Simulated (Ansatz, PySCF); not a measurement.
Complex: CH2O2 (SMILES O=CO) (first 5 atoms) with H2Se (SMILES [SeH2]); geometry from B3LYP-D3(BJ)/def2-TZVP, rigid monomers moved along the line of their centres of mass till H5···Se6 is 2.28 Å.
(charge 0, multiplicity 1):
```xyz
8

O      1.069    -1.000     0.848
C      0.468    -0.552    -0.091
O     -0.600     0.247    -0.029
H      0.727    -0.748    -1.140
H     -0.823     0.415     0.913
Se    -0.918     0.468     3.192
H      0.218    -0.422     2.902
H     -1.848    -0.670     3.236
```

Counterpoise-corrected where a basis set is named; no monomer relaxation. Rows marked so take none.

Rows in 6-31G* carry no dispersion term and start afresh at each structure (6-31G* with six Cartesian d functions); the Pople sets are all-electron and without relativity.

Codes used: Ansatz (Gaussian basis) for Hartree–Fock, density functionals and correlated methods; PySCF for 6-31G* rows, the dispersion terms. 

### Question
One of these levels gives -4.11 kcal/mol for the interaction energy. Name it.
A) HF/6-31G* (no counterpoise)
B) PBE-D3(BJ)/def2-TZVPPD
C) r2SCAN-D4/def2-TZVPPD
D) BP86/6-31G* (no counterpoise)

### Answer
D, BP86/6-31G* (no counterpoise). The others give 0.10 (HF/6-31G* (no counterpoise)), -5.47 (PBE-D3(BJ)/def2-TZVPPD), -4.87 (r2SCAN-D4/def2-TZVPPD)

Ansatz is a program for electronic structure.
